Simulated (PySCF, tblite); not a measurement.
Compound: C8H9NO.
Geometry (GFN2-xTB, Å), atoms numbered from 1 in this order:
```xyz
19
C8H9NO angstrom
C      3.1807   -0.1934    0.4452
C      2.1957    0.3747   -0.2225
C      1.2213   -0.3687   -1.0929
C     -0.1687   -0.1643   -0.5653
C     -0.9544    0.9120   -0.9661
C     -2.2047    1.1042   -0.4314
N     -2.7214    0.2678    0.4993
O     -3.8675    0.4592    0.9734
C     -1.9670   -0.7816    0.9034
C     -0.7115   -1.0103    0.3970
H      3.3637   -1.2547    0.3959
H      3.8526    0.3774    1.0630
H      2.0268    1.4416   -0.1551
H      1.2857    0.0169   -2.1138
H      1.4709   -1.4307   -1.1016
H     -0.5919    1.6088   -1.7066
H     -2.8458    1.9240   -0.7161
H     -2.4252   -1.4146    1.6473
H     -0.1491   -1.8589    0.7547
```

Theory: PBE0/pcSseg-1 in PySCF (dipole) on a GFN2-xTB geometry, gas phase.

Take the most abundant isotopes and a rigid rotor. The values belong to one conformer with, in the numbering `[CH2:1]=[CH:2][CH2:3][c:4]1[cH:5][cH:6][n+:7]([O-:8])[cH:9][cH:10]1`, C1–C2–C3–C4 120°, C2–C3–C4–C5 88°.

(1) Give the principal moments of inertia and the rotational constants in MHz.

(2) Classify the top.

(3) Is it planar, by Δ = Ic − Ia − Ib?

(4) Give the other two planar moments, Paa and Pbb, and the rms extents of the mass along the axes.

(5) List the rotational levels J(Ka,Kc) to J = 4 (cm⁻¹).

(6) Which lines would a microwave search look for?

(7) Estimate the classical rotational partition function at 25 K, 298.15 K and 500 K.

Results:

(1) Ia = 132.48, Ib = 706.83, Ic = 768.01 u·Å²; 505379 MHz·u·Å²/I gives A = 3815, B = 715.0, C = 658.0 MHz.

(2) A near-prolate asymmetric top: κ = (2 × 715.0 − 3815 − 658.0)/(3815 − 658.0) = -0.96.

(3) Not planar: Δ = Ic − Ia − Ib = -71.30 u·Å². For a rigid frame Δ = −2 Σ m c², so Σ m c² = 35.65 u·Å² lies off the ab plane: 8.95 from hydrogen and 26.70 from heavier atoms. The atom farthest from that plane is 1.63 Å away.

(4) Paa = Σ m a² = (Ib + Ic − Ia)/2 = 671.18 and Pbb = Σ m b² = (Ia + Ic − Ib)/2 = 96.83 u·Å². With the mass M = 135.07 u, the rms extents √(P/M) along a, b and c are 2.23, 0.85, 0.51 Å.

(5) Above 0(0,0):
J = 1: 1(0,1) 0.0458, 1(1,1) 0.1492, 1(1,0) 0.1511
J = 2: 2(0,2) 0.1374, 2(1,2) 0.2389, 2(1,1) 0.2446, 2(2,1) 0.5548, 2(2,0) 0.5548
J = 3: 3(0,3) 0.2747, 3(1,3) 0.3734, 3(1,2) 0.3848, 3(2,2) 0.6922, 3(2,1) 0.6923, 3(3,1) 1.2140, 3(3,0) 1.2140
J = 4: 4(0,4) 0.4576, 4(1,4) 0.5528, 4(1,3) 0.5718, 4(2,3) 0.8754, 4(2,2) 0.8758, 4(3,2) 1.3972, 4(3,1) 1.3972, 4(4,1) 2.1276, 4(4,0) 2.1276
The levels of one J sum to (2J + 1)J(J + 1)(A + B + C)/3.

(6) The dipole components are |μa| = 4.16 D, |μb| = 0.57 D, |μc| = 0.95 D. Intensities carry the squares of the components, which stand as 1.00 : 0.02 : 0.05 (a : b : c). Some lines, for components of 0.1 D or more:

```csv
type,branch,"J(Ka,Kc)",MHz,lower level (cm⁻¹)
a,R,"1(0,1) ← 0(0,0)",1373,0.000
a,R,"2(1,2) ← 1(1,1)",2689,0.149
a,R,"2(0,2) ← 1(0,1)",2745,0.046
a,R,"2(1,1) ← 1(1,0)",2803,0.151
c,Q,"2(1,2) ← 2(0,2)",3044,0.137
c,Q,"1(1,1) ← 1(0,1)",3100,0.046
b,Q,"1(1,0) ← 1(0,1)",3157,0.046
b,Q,"2(1,1) ← 2(0,2)",3215,0.137
b,R,"1(1,1) ← 0(0,0)",4473,0.000
c,R,"1(1,0) ← 0(0,0)",4530,0.000
b,R,"2(1,2) ← 1(0,1)",5789,0.046
c,Q,"2(2,1) ← 2(1,1)",9299,0.245
b,Q,"2(2,0) ← 2(1,1)",9300,0.245
b,Q,"2(2,1) ← 2(1,2)",9470,0.239
b,R,"2(2,1) ← 1(1,0)",12102,0.151
c,R,"2(2,0) ← 1(1,0)",12103,0.151
c,R,"2(2,1) ← 1(1,1)",12159,0.149
```

(7) Point group C1, symmetry number σ = 1; q = (√π/σ)·√((kT/h)³/(ABC)), k/h = 20836.6 MHz/K: 15700 at 25 K, 648000 at 298.15 K, 1410000 at 500 K.

Its GFN2-xTB frequencies are all real (lowest 26 cm⁻¹). Constants of a rigid frame at the computed geometry: no zero-point averaging, no centrifugal distortion. Quadrupole hyperfine structure (14N) is left out.
